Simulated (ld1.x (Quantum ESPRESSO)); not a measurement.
**Before and after: TM potential for technetium**

* Element: technetium (Tc)
* Generator: ld1.x (Quantum ESPRESSO) 7.5
* Type: norm-conserving Troullier–Martins (Kleinman–Bylander form)
* Functional: LDA (PZ)
* Relativity: scalar-relativistic
* Frozen core: [Kr]
* Valence charge: 7
* Reference configuration: 4d5 5s1.75 5p0.25
* Partial waves: 5s (bound): rc 2.50 bohr; 4d (bound): rc 2.00 bohr; 5p (bound): rc 2.45 bohr
* Local potential: the p channel
* Core correction: Bessel-smoothed model core inside 1.05 bohr

Change: wave 5s (bound): rc 2.50 bohr becomes 5s (bound): rc 1.54 bohr.

Cutoffs: the cutoffs (Ry, on a coarse ladder) from which the occupation-weighted sum of valence levels, in a spherical-Bessel basis at the reference potential, stays within 10 and 1 mRy of its value at 400 Ry; they do not see the model core or the augmentation charge, which bear on the density cutoff. Errors are all-electron minus pseudo energies relative to the spin-unpolarised reference configuration.

Predict the effect on cutoff, ghosts and configuration errors.

The potential gets harder (40 Ry and 50 Ry → 140 Ry and 260 Ry); both files keep a bound ghost (s); the number of tests that count goes from 9 to 8; of the 8 tests that both files solve, the error grows in 5 and shrinks in 1 by more than 15 % and 0.3 meV (median size 39.6 → 96.0 meV). A smaller radius makes the pseudo-wave follow the all-electron one further in, where it bends more sharply, so more plane waves are needed.

```csv
quantity,base,changed
"cutoff, loose",40 Ry,140 Ry
"cutoff, tight",50 Ry,260 Ry
loose cutoff by channel (10 mRy a level),"s 6 Ry, d 35 Ry, p 6 Ry","s 120 Ry, d 35 Ry, p 6 Ry"
bound ghosts,s,s
"tests counted (converged, no solver errors)",9 of 9,8 of 9
"error for 4d5 5s2 5p0, meV [ΔE -0.94 eV]",-0.1,-1.0
"error for 4d5 5s1 5p0, meV [ΔE 7.49 eV]",-6.9,-9.2
"error for 4d5 5s0 5p0, meV [ΔE 22.69 eV]",-41,-107
"error for 4d3 5s0 5p0, meV [ΔE 93.85 eV]",-1109,-1538
"error for 4d5 5s0 5p2, meV [ΔE 6.95 eV]",-4.9,-90
"error for 4d5.5 5s1.5 5p0, meV [ΔE -1.54 eV]",-38,-30
"error for 4d5 5s1.75 5p0.25 (spin-polarised), meV [ΔE -3.76 eV]",+114,+102
"error for 4d5 5s2 5p0 (spin-polarised), meV [ΔE -4.44 eV]",+103,+104
```

Base: These tests converged, but a pseudo level misses the all-electron one widely, so the file describes the atom poorly there or has found another state: 4d3 5s0 5p0: empty 5s by 4.6 eV (a node warning on the way). Changed file: Tests not counted: 4d4 5s2 5p1 (solver errors, printed error -239 eV). A true bound ghost makes a file unfit for plane-wave use even where its test errors are small: the radial tests pick states by their node count and pass the ghost by. Where a test does run into it, the solver fails or the error is huge.
